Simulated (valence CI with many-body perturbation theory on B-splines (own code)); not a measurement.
## Ag XLI: calculated level list

Computed by configuration interaction combined with many-body perturbation theory (CI+MBPT): five valence electrons over a frozen Dirac-Fock core [He], radial functions for each j: 9 s, 9 p, 8 d, 6 f, 3 g, 1 h, with the one-electron correlation potential Σ1 (screened to all orders), the two-electron term Σ2, the three-electron term Σ3, Breit, model QED; selected single and double excitations, second order for the rest (own B-spline code, finite nucleus).

No measured spectrum was set against this ion. As an estimate, large intervals hold to a few tenths of a per cent, small ones and those within an open d or f shell to about a per cent. Among the levels kept, up to 1700 cm⁻¹ of a level comes from second order outside the variational space, and about a tenth of that is noise between levels of different J, which matters for small intervals.

Levels 1 to 45 of 84, with energies above the lowest level, (2s^2 2p1/2^2 2p3/2) J=3/2. "Leading %" is the weight of the configuration and term that name the level; weights of strongly mixed levels are sums over their largest components and can fall short. In the jj column 3d3/2^4 stands for four electrons in 3d with j = 3/2. Lifetimes count E1, E2, E3, M1 and M2 decay at the calculated energies, and are blank where another channel may lead or the interval is too uncertain; long ones can be off by a factor of two.

```csv
No.,Configuration,Term,J,E (Ry),Leading %,Lifetime,Second component,Leading jj
1,2s2.2p3,2P°,3/2,0.00,44,,31 % 2s2.2p3 4S°,2s^2 2p1/2^2 2p3/2 (99 %)
2,2s2.2p3,4S°,3/2,12.37,53,19.7 ns,46 % 2s2.2p3 2D°,2s^2 2p1/2 2p3/2^2 (99 %)
3,2s2.2p3,2D°,5/2,13.68,100,112 ns,,2s^2 2p1/2 2p3/2^2 (100 %)
4,2s2.2p3,2P°,1/2,15.52,100,25.6 ns,,2s^2 2p1/2 2p3/2^2 (100 %)
5,2s.2p4,4P,5/2,25.62,79,10.9 ps,21 % 2s.2p4 2D,2s 2p1/2^2 2p3/2^2 (98 %)
6,2s2.2p3,2P°,3/2,27.96,54,9.24 ns,29 % 2s2.2p3 2D°,2s^2 2p3/2^3 (98 %)
7,2s.2p4,2S,1/2,29.73,55,2.91 ps,40 % 2s.2p4 4P,2s 2p1/2^2 2p3/2^2 (96 %)
8,2s.2p4,2P,3/2,29.83,37,1.82 ps,36 % 2s.2p4 2D,2s 2p1/2^2 2p3/2^2 (94 %)
9,2s.2p4,4P,3/2,39.42,71,3.24 ps,21 % 2s.2p4 2D,2s 2p1/2 2p3/2^3 (96 %)
10,2s.2p4,2D,5/2,41.45,79,3.38 ps,21 % 2s.2p4 4P,2s 2p1/2 2p3/2^3 (98 %)
11,2s.2p4,2P,1/2,43.55,57,1.29 ps,36 % 2s.2p4 4P,2s 2p1/2 2p3/2^3 (92 %)
12,2s.2p4,2P,3/2,44.42,55,1.21 ps,44 % 2s.2p4 2D,2s 2p1/2 2p3/2^3 (98 %)
13,2s.2p4,2P,1/2,57.25,38,1.36 ps,38 % 2s.2p4 2S,2s 2p3/2^4 (95 %)
14,2p5,2P°,3/2,59.10,99,1.16 ps,,2p1/2^2 2p3/2^3 (99 %)
15,2p5,2P°,1/2,72.75,99,882 fs,,2p1/2 2p3/2^4 (99 %)
16,2s2.2p2.3s,4P,1/2,249.41,50,38.6 fs,27 % 2s2.2p2.3s 2S,2s^2 2p1/2^2 3s (99 %)
17,2s2.2p2.3p,2P°,1/2,253.43,41,3.80 ps,41 % 2s2.2p2.3p 4D°,2s^2 2p1/2^2 3p1/2 (99 %)
18,2s2.2p2.3p,2P°,3/2,257.89,29,3.22 ps,24 % 2s2.2p2.3p 4D°,2s^2 2p1/2^2 3p3/2 (98 %)
19,2s2.2p2.3d,4F,3/2,261.91,30,23.1 fs,23 % 2s2.2p2.3d 2D,2s^2 2p1/2^2 3d3/2 (83 %)
20,2s2.2p2.3s,4P,3/2,262.10,74,77.3 fs,9 % 2s2.2p2.3s 2P,2s^2 2p1/2 2p3/2 3s (84 %)
21,2s2.2p2.3s,2P,1/2,262.52,68,25.0 fs,32 % 2s2.2p2.3s 4P,2s^2 2p1/2 2p3/2 3s (99 %)
22,2s2.2p2.3s,2D,5/2,263.02,48,12.1 fs,32 % 2s2.2p2.3s 4P,2s^2 2p1/2 2p3/2 3s (80 %)
23,2s2.2p2.3s,2D,3/2,263.45,60,26.2 fs,37 % 2s2.2p2.3s 2P,2s^2 2p1/2 2p3/2 3s (99 %)
24,2s2.2p2.3d,2D,5/2,263.70,21,8.45 fs,17 % 2s2.2p2.3d 4D,2s^2 2p1/2^2 3d5/2 (79 %)
25,2s2.2p2.3p,4P°,1/2,266.05,44,4.63 ps,29 % 2s2.2p2.3p 4D°,2s^2 2p1/2 2p3/2 3p1/2 (99 %)
26,2s2.2p2.3p,4D°,3/2,266.43,55,5.27 ps,23 % 2s2.2p2.3p 2D°,2s^2 2p1/2 2p3/2 3p1/2 (99 %)
27,2s2.2p2.3p,2F°,5/2,267.20,43,3.94 ps,32 % 2s2.2p2.3p 2D°,2s^2 2p1/2 2p3/2 3p1/2 (98 %)
28,2s2.2p2.3p,2P°,3/2,268.66,39,908 fs,26 % 2s2.2p2.3p 2D°,2s^2 2p1/2 2p3/2 3p1/2 (96 %)
29,2s2.2p2.3p,4D°,5/2,270.00,50,1.57 ps,33 % 2s2.2p2.3p 4P°,2s^2 2p1/2 2p3/2 3p3/2 (95 %)
30,2s2.2p2.3p,4P°,1/2,270.33,36,3.10 ps,32 % 2s2.2p2.3p 2P°,2s^2 2p1/2 2p3/2 3p3/2 (98 %)
31,2s2.2p2.3p,2D°,3/2,270.71,51,2.83 ps,28 % 2s2.2p2.3p 4P°,2s^2 2p1/2 2p3/2 3p3/2 (98 %)
32,2s2.2p2.3p,2F°,7/2,271.16,58,4.52 ps,41 % 2s2.2p2.3p 4D°,2s^2 2p1/2 2p3/2 3p3/2 (99 %)
33,2s2.2p2.3p,2P°,3/2,271.54,40,348 fs,23 % 2s2.2p2.3p 4S°,2s^2 2p1/2 2p3/2 3p3/2 (92 %)
34,2s2.2p2.3p,2D°,5/2,272.19,53,600 fs,20 % 2s2.2p2.3p 2F°,2s^2 2p1/2 2p3/2 3p3/2 (91 %)
35,2s2.2p2.3p,2P°,1/2,273.05,83,537 fs,8 % 2s2.2p2.3p 4D°,2s^2 2p1/2 2p3/2 3p3/2 (96 %)
36,2s.2p3.3s,6S°,5/2,273.55,41,111 fs,35 % 2s.2p3.3s 4P°,2s 2p1/2^2 2p3/2 3s (82 %)
37,2s2.2p2.3d,4F,3/2,274.66,42,14.7 fs,31 % 2s2.2p2.3d 2P,2s^2 2p1/2 2p3/2 3d3/2 (97 %)
38,2s2.2p2.3d,4F,5/2,274.80,55,33.0 fs,37 % 2s2.2p2.3d 2F,2s^2 2p1/2 2p3/2 3d3/2 (96 %)
39,2s.2p3.3s,4S°,3/2,274.80,37,32.0 fs,29 % 2s.2p3.3s 2P°,2s 2p1/2^2 2p3/2 3s (90 %)
40,2s2.2p2.3d,4D,1/2,274.88,80,29.8 fs,14 % 2s2.2p2.3d 2P,2s^2 2p1/2 2p3/2 3d3/2 (99 %)
41,2s2.2p2.3d,4F,7/2,275.53,65,222 fs,22 % 2s2.2p2.3d 2G,2s^2 2p1/2 2p3/2 3d5/2 (56 %)
42,2s2.2p2.3d,2F,7/2,275.73,41,494 fs,40 % 2s2.2p2.3d 4D,2s^2 2p1/2 2p3/2 3d5/2 (51 %)
43,2s2.2p2.3d,4P,5/2,275.97,37,4.43 fs,31 % 2s2.2p2.3d 2F,2s^2 2p1/2 2p3/2 3d3/2 (50 %)
44,2s2.2p2.3d,4D,3/2,276.22,40,7.23 fs,32 % 2s2.2p2.3d 2D,2s^2 2p1/2 2p3/2 3d5/2 (62 %)
45,2s2.2p2.3s,4P,5/2,276.54,47,10.4 fs,32 % 2s2.2p2.3s 2D,2s^2 2p3/2^2 3s (78 %)
```

The ionisation energy to 2s2.2p2 3P_0 of the next ion comes out as 6167.4 eV (NIST: 6170 ± 40 eV (semi-empirical)). All 84 levels together are meant to be complete up to 287.77 Ry.
